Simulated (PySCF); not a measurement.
C2H6N, charge -1, singlet, at a GFN2-xTB geometry (in this run its highest filled SCF level lies above zero, so its values depend strongly on the basis, on diffuse functions most of all), with bond 8-3 at 1.8 times its length; PBE0/STO-3G (PySCF).

Input for PySCF:
```python
from pyscf import gto, scf, dft

mol = gto.Mole()
mol.atom = '''
    C     0.068388   -0.343447    1.280013
    N    -0.020316    0.577285    0.030283
    C    -0.014644   -0.232449   -1.156616
    H     0.074469    0.429802    2.123582
    H    -1.001283   -0.749206    1.345617
    H     0.851123    1.116069    0.047208
    H     0.820505   -0.966737   -1.224493
    H     0.045402    0.899066   -2.790263
    H    -0.943784   -0.811711   -1.180078
'''
mol.basis = 'sto-3g'
mol.charge = -1
mol.spin = 0
mol.verbose = 4
mol.build()

mf = dft.RKS(mol)
mf.xc = 'pbe0'
mf.kernel()
mo_i, mo_e, stable_i, stable_e = mf.stability(internal=True, external=True, return_status=True, nroots=6, tol=1e-6)
print('internally stable:', stable_i, ' externally stable:', stable_e)
if not stable_e:
    umf = mf.to_uhf() if not hasattr(mf, 'xc') else mf.to_uks()
    umf.scf_summary = {}
    umf.kernel(umf.make_rdm1(mo_e, umf.mo_occ))
mf.analyze()
```

The log (banner, timings and long lists left out):

```
PySCF version 2.14.0

[INPUT] verbose = 4
[INPUT] num. atoms = 9
[INPUT] num. electrons = 26
[INPUT] charge = -1
[INPUT] spin (= nelec alpha-beta = 2S) = 0
[INPUT] symmetry False subgroup None
[INPUT] Mole.unit = angstrom
[INPUT] Symbol           X                Y                Z      unit          X                Y                Z       unit  Magmom
[INPUT]  1 C      0.068388000000  -0.343447000000   1.280013000000 AA    0.129234590207  -0.649020768303   2.418874005883 Bohr   0.0
[INPUT]  2 N     -0.020316000000   0.577285000000   0.030283000000 AA   -0.038391675947   1.090910545820   0.057226576230 Bohr   0.0
[INPUT]  3 C     -0.014644000000  -0.232449000000  -1.156616000000 AA   -0.027673149368  -0.439264947929  -2.185687471290 Bohr   0.0
[INPUT]  4 H      0.074469000000   0.429802000000   2.123582000000 AA    0.140726014770   0.812208067790   4.012988383056 Bohr   0.0
[INPUT]  5 H     -1.001283000000  -0.749206000000   1.345617000000 AA   -1.892150643183  -1.415794150881   2.542847598559 Bohr   0.0
[INPUT]  6 H      0.851123000000   1.116069000000   0.047208000000 AA    1.608389368318   2.109064746117   0.089210190888 Bohr   0.0
[INPUT]  7 H      0.820505000000  -0.966737000000  -1.224493000000 AA    1.550529733836  -1.826868164484  -2.313956411447 Bohr   0.0
[INPUT]  8 H      0.045402000000   0.899066000000  -2.790263000000 AA    0.085797345508   1.698988507908  -5.272832885507 Bohr   0.0
[INPUT]  9 H     -0.943784000000  -0.811711000000  -1.180078000000 AA   -1.783493280747  -1.533911482297  -2.230024225624 Bohr   0.0

nuclear repulsion = 73.6278889068228
number of shells = 15
number of NR pGTOs = 63
number of NR cGTOs = 21
basis = sto-3g
ecp = {}

******** <class 'pyscf.dft.rks.RKS'> ********
method = RKS
initial guess = minao
damping factor = 0
level_shift factor = 0
DIIS = <class 'pyscf.scf.diis.CDIIS'>
diis_start_cycle = 1
diis_space = 8
diis_damp = 0
SCF conv_tol = 1e-09
SCF conv_tol_grad = None
SCF max_cycles = 50
direct_scf = True
direct_scf_tol = 1e-13
XC library pyscf.dft.libxc version 7.1.2
    S. Lehtola, C. Steigemann, M. J. T. Oliveira, and M. A. L. Marques,  SoftwareX 7, 1–5 (2018)
XC functionals = pbe0
    C. Adamo and V. Barone,  J. Chem. Phys. 110, 6158 (1999)
    M. Ernzerhof and G. E. Scuseria,  J. Chem. Phys. 110, 5029 (1999)
radial grids:
    Treutler-Ahlrichs [JCP 102, 346 (1995); DOI:10.1063/1.469408] (M4) radial grids

becke partition: Becke, JCP 88, 2547 (1988); DOI:10.1063/1.454033
pruning grids: <function nwchem_prune>
grids dens level: 3
symmetrized grids: False
atomic radii adjust function: <function treutler_atomic_radii_adjust>
small_rho_cutoff = 0
Set gradient conv threshold to 3.16228e-05
Initial guess from minao.
tot grids = 100992
init E= -132.378457808697
cycle= 1 E= -132.235350969887  delta_E= 0.143  |g|= 0.445  |ddm|= 3.57
cycle= 2 E= -131.166236364569  delta_E= 1.07  |g|= 1.18  |ddm|= 3.72
cycle= 3 E= -132.27330674306  delta_E= -1.11  |g|= 0.328  |ddm|= 3.67
cycle= 4 E= -132.296319063548  delta_E= -0.023  |g|= 0.176  |ddm|= 0.374
cycle= 5 E= -132.318022449816  delta_E= -0.0217  |g|= 0.101  |ddm|= 0.658
cycle= 6 E= -132.297753106608  delta_E= 0.0203  |g|= 0.229  |ddm|= 1.04
cycle= 7 E= -132.314778589213  delta_E= -0.017  |g|= 0.135  |ddm|= 0.245
cycle= 8 E= -132.324502736466  delta_E= -0.00972  |g|= 0.0113  |ddm|= 0.375
cycle= 9 E= -132.324557379968  delta_E= -5.46e-05  |g|= 0.00102  |ddm|= 0.0291
cycle= 10 E= -132.324558401584  delta_E= -1.02e-06  |g|= 0.000501  |ddm|= 0.00795
cycle= 11 E= -132.324558551414  delta_E= -1.5e-07  |g|= 0.000172  |ddm|= 0.00238
cycle= 12 E= -132.324558567642  delta_E= -1.62e-08  |g|= 2.18e-05  |ddm|= 0.000449
cycle= 13 E= -132.324558567908  delta_E= -2.66e-10  |g|= 2e-06  |ddm|= 7.32e-05
Extra cycle  E= -132.324558567864  delta_E= 4.34e-11  |g|= 8.49e-06  |ddm|= 3.69e-05
converged SCF energy = -132.324558567864
rhf_internal: lowest eigs of H = [0.4877142  0.8809198  1.08738323 1.34183415 1.38697344 1.47137678]
<class 'pyscf.dft.rks.RKS'> wavefunction is stable in the internal stability analysis
rhf_real2complex: lowest eigs of H = [0.00767538 0.16132003 0.19814898 0.26464203 0.30328366 0.31606284]
<class 'pyscf.dft.rks.RKS'> wavefunction is stable in the real -> complex stability analysis
rhf_external: lowest eigs of H = [-0.06034567  0.01331793  0.15593069  0.24388845  0.25385548  0.28035123]
<class 'pyscf.dft.rks.RKS'> wavefunction has an RHF/RKS -> UHF/UKS instability
internally stable: True  externally stable: False

******** <class 'pyscf.dft.uks.UKS'> ********
method = UKS
initial guess = minao
damping factor = 0
level_shift factor = 0
DIIS = <class 'pyscf.scf.diis.CDIIS'>
diis_start_cycle = 1
diis_space = 8
diis_damp = 0
SCF conv_tol = 1e-09
SCF conv_tol_grad = None
SCF max_cycles = 50
direct_scf = True
direct_scf_tol = 1e-13
number electrons alpha = 13  beta = 13
XC library pyscf.dft.libxc version 7.1.2
    S. Lehtola, C. Steigemann, M. J. T. Oliveira, and M. A. L. Marques,  SoftwareX 7, 1–5 (2018)
XC functionals = pbe0
    C. Adamo and V. Barone,  J. Chem. Phys. 110, 6158 (1999)
    M. Ernzerhof and G. E. Scuseria,  J. Chem. Phys. 110, 5029 (1999)
radial grids:
    Treutler-Ahlrichs [JCP 102, 346 (1995); DOI:10.1063/1.469408] (M4) radial grids

becke partition: Becke, JCP 88, 2547 (1988); DOI:10.1063/1.454033
pruning grids: <function nwchem_prune>
grids dens level: 3
symmetrized grids: False
atomic radii adjust function: <function treutler_atomic_radii_adjust>
small_rho_cutoff = 0
Set gradient conv threshold to 3.16228e-05
init E= -132.29736689401
cycle= 1 E= -132.264388004034  delta_E= 0.033  |g|= 0.267  |ddm|= 0.946
cycle= 2 E= -131.173402723008  delta_E= 1.09  |g|= 0.875  |ddm|= 2.45
cycle= 3 E= -132.172336676935  delta_E= -0.999  |g|= 0.325  |ddm|= 2.46
cycle= 4 E= -132.30965758889  delta_E= -0.137  |g|= 0.0902  |ddm|= 0.624
cycle= 5 E= -132.316579538255  delta_E= -0.00692  |g|= 0.136  |ddm|= 1.01
cycle= 6 E= -132.316194492208  delta_E= 0.000385  |g|= 0.134  |ddm|= 0.143
cycle= 7 E= -132.315383863746  delta_E= 0.000811  |g|= 0.135  |ddm|= 0.0553
cycle= 8 E= -132.312784166649  delta_E= 0.0026  |g|= 0.147  |ddm|= 0.0367
cycle= 9 E= -132.326211172681  delta_E= -0.0134  |g|= 0.0858  |ddm|= 0.147
cycle= 10 E= -132.330604132747  delta_E= -0.00439  |g|= 0.052  |ddm|= 0.0992
cycle= 11 E= -132.332703015376  delta_E= -0.0021  |g|= 0.0243  |ddm|= 0.079
cycle= 12 E= -132.333274867582  delta_E= -0.000572  |g|= 0.00443  |ddm|= 0.0563
cycle= 13 E= -132.333305606397  delta_E= -3.07e-05  |g|= 0.000736  |ddm|= 0.0173
cycle= 14 E= -132.333307874709  delta_E= -2.27e-06  |g|= 0.000242  |ddm|= 0.0055
cycle= 15 E= -132.333308263097  delta_E= -3.88e-07  |g|= 9.65e-05  |ddm|= 0.00295
cycle= 16 E= -132.333308285465  delta_E= -2.24e-08  |g|= 4.57e-05  |ddm|= 0.000574
cycle= 17 E= -132.333308289267  delta_E= -3.8e-09  |g|= 9.52e-06  |ddm|= 0.000284
cycle= 18 E= -132.333308289383  delta_E= -1.17e-10  |g|= 3.02e-06  |ddm|= 3.08e-05
Extra cycle  E= -132.333308289341  delta_E= 4.19e-11  |g|= 7.4e-06  |ddm|= 2.69e-05
converged SCF energy = -132.333308289341  <S^2> = 0.50836037  2S+1 = 1.7416778
**** SCF Summaries ****
Total Energy =                        -132.324558567864386
Nuclear Repulsion Energy =              73.627888906822790
One-electron Energy =                 -331.522779039863963
Two-electron Energy =                  125.570331565176801
Two-electron Coulomb Energy =          145.758512471457323
DFT Exchange-Correlation Energy =      -20.188180906280522
**** MO energy ****
MO #1   energy= -13.9132479534792  occ= 2
MO #2   energy= -9.81861851344334  occ= 2
MO #3   energy= -9.6026569064285   occ= 2
MO #4   energy= -0.611213045841898 occ= 2
MO #5   energy= -0.382681143157101 occ= 2
MO #6   energy= -0.30283454566946  occ= 2
MO #7   energy= -0.19076160905173  occ= 2
MO #8   energy= -0.131894126684401 occ= 2
MO #9   energy= -0.0802675335502721 occ= 2
MO #10  energy= -0.0194086274917913 occ= 2
MO #11  energy= 0.0291915551294784 occ= 2
MO #12  energy= 0.0709799898268001 occ= 2
MO #13  energy= 0.240466408176312  occ= 2
MO #14  energy= 0.29584290485495   occ= 0
MO #15  energy= 0.636236162583002  occ= 0
MO #16  energy= 0.661137278558863  occ= 0
MO #17  energy= 0.686684148645761  occ= 0
MO #18  energy= 0.717782543198795  occ= 0
MO #19  energy= 0.738549560254278  occ= 0
MO #20  energy= 0.771450823270589  occ= 0
MO #21  energy= 0.785313437585198  occ= 0
 ** Mulliken pop on meta-lowdin orthogonal AOs  **
 ** Mulliken pop  **
pop of  0 C 1s            1.99968
pop of  0 C 2s            1.40352
pop of  0 C 2px           1.19682
pop of  0 C 2py           1.03016
pop of  0 C 2pz           0.75549
pop of  1 N 1s            1.99979
pop of  1 N 2s            1.44466
pop of  1 N 2px           1.39713
pop of  1 N 2py           1.27487
pop of  1 N 2pz           1.10453
pop of  2 C 1s            1.99969
pop of  2 C 2s            1.11566
pop of  2 C 2px           1.01106
pop of  2 C 2py           0.96112
pop of  2 C 2pz           0.98294
pop of  3 H 1s            1.08969
pop of  4 H 1s            1.08208
pop of  5 H 1s            0.92487
pop of  6 H 1s            0.99848
pop of  7 H 1s            1.23272
pop of  8 H 1s            0.99504
 ** Mulliken atomic charges  **
charge of    0C =     -0.38567
charge of    1N =     -0.22098
charge of    2C =     -0.07046
charge of    3H =     -0.08969
charge of    4H =     -0.08208
charge of    5H =      0.07513
charge of    6H =      0.00152
charge of    7H =     -0.23272
charge of    8H =      0.00496

WARN: System has nonzero charge -1; the dipole moment is origin-dependent.
Location of origin: [0. 0. 0.]

Dipole moment(X, Y, Z, Debye):  0.24091,  0.04898, -0.30899
```
